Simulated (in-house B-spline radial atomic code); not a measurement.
What moves the levels of the calcium ion Ca⁺ ([Ar] 4s1)? Method: Dirac-Hartree-Fock, average of configuration, Fermi nucleus of rms radius 3.4595 fm. Calculated with a B-spline radial code for spherical atoms.

Baseline run (computed): total energy -679.5212 hartree, 1s1/2 at -150.4104 hartree, 4s1/2 at -11.373 eV with <r> = 3.714 bohr.

Changing the nucleus:

```
                                      nucleus   ΔE (eV)
Fermi nucleus of rms radius 3.4776 fm, A = 40  0.000313
 Fermi nucleus of rms radius 3.478 fm, A = 41   0.00032
Fermi nucleus of rms radius 3.5081 fm, A = 42  0.000843
Fermi nucleus of rms radius 3.4954 fm, A = 43  0.000622
Fermi nucleus of rms radius 3.5179 fm, A = 44   0.00101
Fermi nucleus of rms radius 3.4944 fm, A = 45  0.000604
Fermi nucleus of rms radius 3.4953 fm, A = 46   0.00062
Fermi nucleus of rms radius 3.4783 fm, A = 47  0.000325
Fermi nucleus of rms radius 3.4771 fm, A = 48  0.000304
Fermi nucleus of rms radius 3.5168 fm, A = 50  0.000995
```

A larger nucleus binds the electrons less, roughly as the density at the nucleus times the change of the nuclear <r²>. The reference is A = 39.
